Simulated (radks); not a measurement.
Results of a calculation; reference values are marked as such.
Task: Ru3+, configuration [Kr] 4d5 (the NIST ground configuration). Code: a radial shooting solver on a logarithmic mesh with Libxc functionals. Model: non-relativistic Kohn-Sham, r2SCAN, spin-polarised, spherical densities, point nucleus; open shells are filled with parallel spins first (spin-orbit coupling, left out, can overturn this in heavy ions); meta-GGA in the generalised Kohn-Sham scheme; relativity is left out, which matters for an element this heavy. Some entries of the table are withheld. Estimate them.

orbital  occ.  eigenvalue (hartree)  <r> (bohr)
1s down     1             -786.8299     0.03464
1s up       1             -786.8288     0.03464
2s up       1             -112.6637      0.1508
2s down     1             -112.6171      0.1508
2p up       3             -104.2215      0.1292
2p down     3             -104.1886      0.1292
3s up       1             -21.02097      0.4137
3s down     1             -21.01026      0.4137
3p up       3             -17.69151      0.4076
3p down     3             -17.67473      0.4076
3d up       5             -11.60276      0.3835
3d down     5             -11.56755      0.3835
4s up       1                   (1)       1.044
4s down     1                   (2)       1.038
4p up       3              -3.05115       1.124
4p down     3              -2.85317       1.117
4d up       5              -1.46390       1.410
4d down     0              -1.24801       1.413

Result: 
(1) 4s up eigenvalue (hartree): -4.05503
(2) 4s down eigenvalue (hartree): -3.86705
